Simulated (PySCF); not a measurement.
Species: CH5BFN.
Bonds: C1–B2, B2–N3, B2–F4. Hydrogens: H5, H6, H7 on C1; H8, H9 on N3.

The calculation used PBE0-D3(BJ)/def2-SVP geometry optimisation, gas phase in PySCF.

Q: What internal coordinates does the optimisation give?

A: 
```csv
bond,length (Å)
C1–B2,1.571
B2–N3,1.399
B2–F4,1.348
"C1–H5, C1–H6, C1–H7",1.102
"N3–H8, N3–H9",1.010
```

Bonds in one row agree within 0.01 Å and their mean is given. A selection of angles:
```csv
angle,degrees
B2–C1–H5,114.2
B2–C1–H6,110.1
H5–C1–H6,108.4
H6–C1–H7,106.2
C1–B2–N3,124.3
C1–B2–F4,118.6
N3–B2–F4,117.2
B2–N3–H8,122.5
H8–N3–H9,114.6
```

N3 (boron-bound nitrogen) is planar (angles 122.9°, 122.5° and 114.6°, sum 360.0°, 0.00 Å off the plane of its three neighbours). The 4 heavy atoms lie in one plane (0.001 Å rms). B2 (three-coordinate boron) is planar (angles 124.3°, 118.6° and 117.2°, sum 360.0°, 0.00 Å off the plane of its three neighbours).

Point group: near Cs, missed by 0.10 Å at most; the miss may be what the optimiser left on a soft mode. Not checked by PBE0-D3(BJ)/def2-SVP frequencies.

Conformer computed: `[CH3:1][B:2]([NH2:3])[F:4]`: H–N3–B2–C1 180°, H–N3–B2–C1 1°.
